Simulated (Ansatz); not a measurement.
Job for Ansatz (a quantum-chemistry and plane-wave program): R-r2SCANh/def2-TZVPP on C3MoO3 (SMILES [O+]#[C-]->[Mo](<-[C-]#[O+])<-[C-]#[O+]), 2S+1 = 1, a spin state set in the input, which need not be the lowest. Elements past Kr take the def2 small-core potentials; no spin–orbit coupling.

Ansatz 0.2 input:
```yaml
crystal:
  periodic: [false, false, false]
  atoms:
    - {symbol: Mo, position_ang: [0.40170768, -0.56554363, 0.35711562]}
    - {symbol: O, position_ang: [2.75206359, 0.08906370, -1.69168577]}
    - {symbol: C, position_ang: [1.93558907, -0.18099533, -0.93297470]}
    - {symbol: O, position_ang: [-2.16051718, -0.93492198, 2.21430732]}
    - {symbol: C, position_ang: [-1.21549248, -0.83783704, 1.57188430]}
    - {symbol: O, position_ang: [-1.21315782, 1.58394427, -1.11188569]}
    - {symbol: C, position_ang: [-0.60230079, 0.77078649, -0.55604933]}
basis:
  gaussian:
    orbitals: def2-TZVPP
hamiltonian:
  xc: {name: r2SCANh}
```

The head of its log:

```
WARN ansatz: RAYON_NUM_THREADS=4 ignored (pool sized by the plan → 4); use --threads N
Functional definition: r2SCANh
integrals: 0.17 GiB planned
1292 factors; their error is unknown
mean field: 1.53 GiB planned
mean field evaluation 1: about -11098.4056 eV, gradient 6.7e1 eV
mean field evaluation 2: about -10999.5055 eV, gradient 2.1e2 eV
```

### Question
What total energy does the run end on?

### Answer
-408.1552 hartree.
